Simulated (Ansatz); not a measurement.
Saddle point of HfAlHCl4F2, singlet (HfAlHCl₄F₂ ([F][AlH]1[F][Hf]([Cl])([Cl])([Cl])[Cl]1) → HfAlHCl₄F₂ ([F][Al]12[H][Hf]([Cl])([Cl])([Cl])([F]1)[Cl]2); bonds formed: H2–Hf5), PBE0-D4/def2-TZVP structure:

```tsv
atom	x (Å)	y (Å)	z (Å)
Al1	-0.7223	-1.5243	0.6140
H2	-1.5435	-0.2606	1.1158
F3	-0.3753	-0.8989	-1.0162
F4	-1.1211	-3.1035	0.7338
Hf5	0.4868	0.9955	-0.4652
Cl6	1.3443	-0.9319	1.1834
Cl7	-1.1902	2.0430	-1.6800
Cl8	0.7429	2.4990	1.2825
Cl9	2.3784	1.1818	-1.7681
```

Energies are electronic, without zero-point energy. Barriers and step energies count from the start structure reached by relaxing down the imaginary mode; all methods use the PBE0-D4 structures, on which another method's saddle can fall below an end. Program: Ansatz 0.2.0. Basis: def2-TZVPP, with def2-QZVPP for the basis limit. Cores are frozen in the correlated methods. Core potentials replace the inner electrons of the atoms past krypton. B3LYP uses VWN-RPA correlation. Extrapolation: Hartree–Fock as exp(−7.88 √X), correlation as X^−2.97.

| method | barrier (kcal/mol) | step energy (kcal/mol) |
| --- | --- | --- |
| SPW92 | ? | 2.80 |
| PBE-D4 | 6.23 | 4.82 |
| BLYP-D4 | 8.14 | 7.46 |
| r2SCAN-D4 | ? | 4.26 |
| B97M-V | 6.15 | 4.31 |
| PBE0-D4 | 6.38 | 4.70 |
| B3LYP-D4 | 8.02 | 7.07 |
| r2SCAN0-D4 | 6.12 | 4.38 |
| BHLYP-D4 | ? | 7.31 |
| CAM-B3LYP-D4 | 7.80 | 6.79 |
| wB97X-V | 6.51 | 5.19 |
| wB97M-V | 6.12 | 4.89 |
| B2PLYP | 7.21 | 5.91 |
| PBE-QIDH | 6.01 | 3.87 |
| RPA on PBE | 5.96 | 3.76 |
| HF | 9.35 | 8.90 |
| MP2 | 5.88 | 3.47 |
| CCSD | 6.63 | 4.47 |
| CCSD(T) | 6.12 | 3.84 |

(1) Fill in the withheld barriers. (An estimate is asked for; the value comes from the calculation.)

The T1 diagnostic stays at or below 0.015.

Results:

(1) By the calculation: SPW92 4.74; BHLYP-D4 8.44; r2SCAN-D4 5.84 kcal/mol. Each is the energy of the saddle less that of the start structure, by the same method.

For comparison, the barrier by CCSD(T) at an estimated basis limit (MP2 extrapolated from triple and quadruple zeta, plus CCSD(T) − MP2 in triple zeta) is 6.56 kcal/mol.

Ligand swaps between two centres remove the fluorinated layer in thermal atomic layer etching, and scramble precursors in the gas phase.

Labels in which every atom is bracketed show which atoms are joined, not bond orders.

For scale, one of the runs: CCSD(T)/def2-TZVPP, 342 basis functions, launched by `ansatz run in.yaml --threads 4 --pin off --events-out ev --progress --plain --max-ram 63488MiB --backend cuda --devices 0, --max-vram 37GiB`. The run took 14 s on 4 CPU threads of an AMD EPYC 7R13 and a share of one NVIDIA H100 (shared host), with 0.88 GiB of host memory at its peak.
